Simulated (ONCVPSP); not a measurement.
Transferability test, ONCV potential for calcium (Ca)

```json
{
  "Element": "Ca (Z = 20)",
  "Generator": "ONCVPSP 4.0.1",
  "Type": "optimised norm-conserving Vanderbilt (ONCV)",
  "Functional": "PBE",
  "Relativity": "fully relativistic",
  "Frozen core": "[Ne]",
  "Valence charge": "10",
  "Reference configuration": "3s2 3p6 4s1.75 4p0.25",
  "Partial waves": "3s+4s: rc 2.30 bohr, ncon 4, nbas 8, qcut 5.7 1/bohr, 2 projectors; 3p+4p: rc 1.80 bohr, ncon 4, nbas 7, qcut 9.5 1/bohr, 2 projectors; d scattering state at 0.02 Ha: rc 1.80 bohr, ncon 4, nbas 8, qcut 5.4 1/bohr, 3 projectors, debl 1.8 Ha",
  "Local potential": "polynomial inside 1.40 bohr (lpopt 3, dvloc0 0 Ha)",
  "Core correction": "Teter function, fcfact 3, rcfact 1.65"
}
```

Open shells are filled in proportion to 2j + 1.

In the d channel the program set the typed energies aside and used -0.082, 1.718, 3.518 Ha (j = l + 1/2; the other j can differ).

Energies are relative to the spin-unpolarised reference configuration 3s2 3p6 4s1.75 4p0.25; without spin polarisation the order of configurations can differ from experiment.

| valence configuration | charge | ΔE all-electron (eV) | error AE − PS (meV) |
| --- | --- | --- | --- |
| 3s2 3p6 4s2 4p0 | 0 | -0.594 | 0.0 |
| 3s2 3p6 4s0 4p0 | +2 | 17.535 | -2.1 |
| 3s2 3p6 4s1 4p1 | 0 | 1.827 | -0.2 |

(1) What are ΔE and the potential's error for 3s2 3p6 4s1 4p0?

Levels in the configuration 3s2 3p6 4s1 4p1:

```json
{"level": "3s j=1/2", "all-electron (eV)": "-48.449", "pseudo (eV)": "-48.461"}
{"level": "3p j=3/2", "all-electron (eV)": "-29.220", "pseudo (eV)": "-29.224"}
{"level": "3p j=1/2", "all-electron (eV)": "-29.605", "pseudo (eV)": "-29.609"}
{"level": "4s j=1/2", "all-electron (eV)": "-4.419", "pseudo (eV)": "-4.420"}
{"level": "4p j=3/2", "all-electron (eV)": "-1.935", "pseudo (eV)": "-1.935"}
{"level": "4p j=1/2", "all-electron (eV)": "-1.954", "pseudo (eV)": "-1.954"}
```

Results:

(1) ΔE = 5.715 eV all-electron; the error (AE − PS) is -0.1 meV.
